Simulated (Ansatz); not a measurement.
Reaction (substitution at a C–O bond): `BC[O][AlH][Cl]` + `B[NH][AlH2]` → `BC[N](B)[AlH2]` + `[OH][AlH][Cl]`

Computed with Ansatz on PBE0-D4/def2-TZVP structures; ΔE is electronic, products minus reactants. CCSD(T)/CBS adds triple-zeta CCSD(T) − MP2 to the extrapolated MP2 energy (def2 sets, frozen cores). This one scheme is used for every species. DFT in def2-TZVPP. B3LYP here is the variant with VWN-RPA as its local correlation; programs differ in this. One conformer a species, not always the lowest.

CCSD(T)/CBS gives -5.2 kcal/mol.

(1) Another level gave -2.4 kcal/mol. Which?
A. CCSD(T)/def2-TZVPP
B. B3LYP/def2-TZVPP
C. B2PLYP/def2-TZVPP
D. HF/def2-TZVPP

Largest T1 diagnostic among the species: 0.012.

Results:

(1) B. B3LYP -2.4, B2PLYP -3.5, HF/def2-TZVPP -0.3, CCSD(T)/def2-TZVPP -4.7 kcal/mol.

In def2-TZVPP, CCSD(T) changes the Hartree–Fock value by −4.4 kcal/mol (the triples alone add −0.6 kcal/mol) and MP2 by −5.6 kcal/mol. The D4 term adds −0.8 kcal/mol with B3LYP and −0.4 kcal/mol with PBE0; it sums over pairs of atoms, weighted by their polarisabilities, and B3LYP, whose exchange is more repulsive, gets the larger term.
